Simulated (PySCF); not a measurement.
Magnetisability and related constants of `CS[Si](SC)(SC)SC`, C₄H₁₂S₄Si

Computed, not measured: PySCF 2.14.0, GIAO B3LYP/def2-SVP magnetisability, rotational g tensor and spin-rotation constants, non-relativistic, gas phase. Geometry: GFN2-xTB.

Input:
```
{"job": {"kind": "mag", "xc": "B3LYP", "basis": "def2-SVP"}, "charge": 0, "multiplicity": 1}
Si    -0.003970    -0.016040     0.007470
S      0.049220    -0.023160     2.162090
C      1.127410    -1.462950     2.427680
H      0.682730    -2.338800     1.966010
H      1.199740    -1.597390     3.501650
H      2.105160    -1.258670     2.003950
S      2.021570    -0.059850    -0.727080
C      1.685260    -0.187250    -2.508970
H      1.152910    -1.111980    -2.706270
H      2.650340    -0.191990    -3.003890
H      1.100220     0.669360    -2.829300
S     -1.039080     1.759970    -0.640430
C     -0.082610     3.008150     0.271570
H     -0.193940     2.833870     1.336670
H     -0.497620     3.972440    -0.000890
H      0.961420     2.949710    -0.020940
S     -1.047270    -1.733270    -0.772070
C     -2.727680    -1.349130    -0.193950
H     -2.729510    -1.271780     0.888720
H     -3.357970    -2.171520    -0.515000
H     -3.056320    -0.419720    -0.647010
```
Coordinates are in Å.

Command: `OMP_NUM_THREADS=1 python excited_run.py task.json out`

Q: What does the run print?

A: Atoms count from 0.
```
coarse grid: 19904 points
cycle   1  E = -2041.1296477513  dE =  6.115e-01  |g| = 4.323e-01  |ddm| = 4.708e+00
cycle   2  E = -2041.1052491353  dE =  2.440e-02  |g| = 5.282e-01  |ddm| = 1.323e+00
cycle   3  E = -2041.1832026471  dE = -7.795e-02  |g| = 1.040e-01  |ddm| = 7.892e-01
cycle   4  E = -2041.1866326385  dE = -3.430e-03  |g| = 1.848e-02  |ddm| = 1.849e-01
cycle   5  E = -2041.1867269586  dE = -9.432e-05  |g| = 5.875e-03  |ddm| = 3.155e-02
cycle   6  E = -2041.1867359930  dE = -9.034e-06  |g| = 1.736e-03  |ddm| = 7.931e-03
final grid: 168208 points
cycle   7  E = -2041.3955505604  dE = -3.889e-05  |g| = 8.351e-03  |ddm| = 3.121e-02
cycle   8  E = -2041.3955365743  dE =  1.399e-05  |g| = 1.102e-02  |ddm| = 1.689e-02
cycle   9  E = -2041.3955688494  dE = -3.228e-05  |g| = 3.919e-04  |ddm| = 1.015e-02
cycle  10  E = -2041.3955688966  dE = -4.721e-08  |g| = 1.492e-04  |ddm| = 8.898e-04
cycle  11  E = -2041.3955689022  dE = -5.665e-09  |g| = 6.846e-05  |ddm| = 3.006e-04
cycle  12  E = -2041.3955689037  dE = -1.448e-09  |g| = 1.053e-05  |ddm| = 1.107e-04
cycle  13  E = -2041.3955689037  dE = -3.547e-11  |g| = 1.843e-06  |ddm| = 1.637e-05
converged SCF energy = -2041.3955689037

Magnetisability tensor (1e-30 J/T^2)
    -2431.93       12.91      -12.38
       12.91    -2412.06      -16.18
      -12.38      -16.18    -2422.85
isotropic -2422.28   principal values   -2440.72  -2433.69  -2392.43
isotropic susceptibility -145.873 1e-6 cm^3/mol

Inertial axes            a          b          c
rot. const./GHz      0.6754     0.6283     0.6240
chi total          -144.077   -146.937   -146.605
chi diamagnetic   -1927.452  -2076.319  -2090.590
chi paramagnetic   1783.375   1929.381   1943.986
quadrupole/D A        4.725     -2.105     -2.620
g nuclear            0.5602     0.5663     0.5666
g electronic        -0.5658    -0.5695    -0.5699
g total             -0.0057    -0.0032    -0.0032

Spin-rotation constants (kHz, H = +C I.J)
atom  isotope        aa         bb         cc
  3     1H       -0.047     -0.026     -0.048
  4     1H       -0.039     -0.026     -0.063
  5     1H       -0.027     -0.049     -0.046
  8     1H       -0.030     -0.042     -0.050
  9     1H       -0.040     -0.063     -0.025
 10     1H       -0.045     -0.051     -0.024
 13     1H       -0.028     -0.044     -0.050
 14     1H       -0.040     -0.064     -0.024
 15     1H       -0.045     -0.050     -0.025
 18     1H       -0.044     -0.027     -0.049
 19     1H       -0.042     -0.024     -0.063
 20     1H       -0.027     -0.051     -0.044
  0   29Si*      -0.405     -0.436     -0.433
  1    33S*       0.107      0.109      0.113
  2    13C*       0.086      0.081      0.072
* in the singly substituted isotopologue
```

It took 74 s wall time on 1 thread of an Arm Neoverse V1, shared host, peak memory 0.95 GiB.
